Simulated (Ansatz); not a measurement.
C4H4Si, SMILES `C#C[SiH2]C#C`. Total charge 0; spin multiplicity 1. Geometry: relaxed with PBE0-D4/def2-TZVP.

```xyz
9

C     1.301   -1.513   -1.673
C     0.974   -0.597   -0.961
Si    0.499    0.797    0.109
C    -1.080    0.427    0.938
C    -2.125    0.195    1.493
H     1.588   -2.324   -2.303
H     1.550    1.010    1.131
H     0.342    2.017   -0.716
H    -3.049   -0.013    1.982
```

(1) What is the dipole moment at r2SCAN/def2-TZVPP? (Best estimate.)

(2) And with PBE, B3LYP, ωB97M-V? (An estimate is asked.)

(3) Give the Mulliken charges with r2SCAN, B3LYP, PBE in def2-TZVPP. (Estimate.)

## Answers

(1) Computed: 0.64 D, with components (-0.34, -0.54, -0.07) D in this frame, pointing from negative to positive charge.

(2) Computed: PBE 0.58 D, B3LYP 0.59 D, ωB97M-V 0.63 D.

(3) Computed: 
```json
{"atom": "C1", "r2SCAN": "-0.06", "B3LYP": "0.02", "PBE": "0.00"}
{"atom": "C2", "r2SCAN": "-0.33", "B3LYP": "-0.41", "PBE": "-0.32"}
{"atom": "Si3", "r2SCAN": "0.47", "B3LYP": "0.41", "PBE": "0.32"}
{"atom": "C4", "r2SCAN": "-0.33", "B3LYP": "-0.41", "PBE": "-0.32"}
{"atom": "C5", "r2SCAN": "-0.06", "B3LYP": "0.02", "PBE": "0.00"}
{"atom": "H6", "r2SCAN": "0.22", "B3LYP": "0.25", "PBE": "0.21"}
{"atom": "H7", "r2SCAN": "-0.06", "B3LYP": "-0.06", "PBE": "-0.05"}
{"atom": "H8", "r2SCAN": "-0.06", "B3LYP": "-0.06", "PBE": "-0.05"}
{"atom": "H9", "r2SCAN": "0.22", "B3LYP": "0.25", "PBE": "0.21"}
```

B3LYP here is the variant with VWN-RPA as its local correlation; programs differ in this.
